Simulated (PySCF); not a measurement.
In(Cl)(Br)(OH) (BrClHInO), SMILES [Cl][In]([OH])[Br].

Geometry optimised at B3LYP-D3(BJ)/def2-SVP. The structure was generated by enumeration; whether it is a known compound was not checked. The def2 effective core potentials stand for the cores of In; spin–orbit coupling is left out. Other conformers were not sampled.

Level of theory: M06-2X/def2-TZVP (PySCF).

The molecule is in vacuum.

Computed frontier levels, gap, dipole moment and polarisability:
* **highest occupied level**: -10.03 eV
* **lowest empty level**: -2.04 eV
* **orbital gap**: 7.99 eV
* **dipole moment**: 1.06 D
* **quadrupole, principal values (traceless, Buckingham form, about the centre of nuclear charge)**: -11.73, 4.69, 7.04 D·Å
* **mean static polarisability**: 69.1 bohr³ (10.24 Å³)
* **polarisability, principal values**: 47.7, 70.4, 89.2 bohr³
